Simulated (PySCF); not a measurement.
Method: PBE-D3(BJ)/def2-TZVP // M06-2X/def2-TZVP (PySCF). All species are isolated molecules in the gas phase. One relaxed conformer stands for a flexible species; it need not be the lowest. Excitations are Tamm–Dancoff values on a coarser integration grid. The basis has no diffuse functions, so Rydberg states are missing or too high.

Reference species (SMILES): `BCl` (neutral, multiplicity 1).

S1–T1 gap (TDA): 0.41 eV
LUMO: -2.84 eV
S1 excitation (TDA): 4.57 eV

Changed species: `BCC` (X = ethyl; the reference has X = chloro).

Problem. Give the shifts of the S1–T1 gap (TDA), LUMO and S1 excitation (TDA).

Solution. the S1–T1 gap (TDA) rises by 0.14 eV, to 0.55 eV; the LUMO rises by 0.54 eV, to -2.30 eV; the S1 excitation (TDA) increases by 0.69 eV, to 5.26 eV.
